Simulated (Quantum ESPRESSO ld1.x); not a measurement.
Values are calculated unless marked as measured or tabulated.
The mean radii <r> (bohr) of the occupied orbitals of an atom or ion are listed with their occupations. Code: ld1.x of Quantum ESPRESSO 7.5. Model: non-relativistic Kohn-Sham, LDA (Slater exchange, Perdew-Wang correlation), spin-polarised, spherical densities, point nucleus.

orbital  occ.     <r>
1s up       1  0.1043
1s down     1  0.1043
2s up       1  0.5243
2s down     1  0.5238
2p up       3  0.4872
2p down     3  0.4865
3s up       1   1.892
3s down     1   1.922
3p up       3   2.327

Name the element and its charge. Open shells, if any, are filled with parallel spins first.

Answer. Z = 15, phosphorus, charge 0: P in [Ne] 3s2 3p3. The 1s radius gives Z: for a bare nucleus <r> = 1.5/Z, 0.1 bohr for Z = 15, and screening makes it slightly larger (0.1043 here). The occupations add up to 15, and the charge is Z minus that.
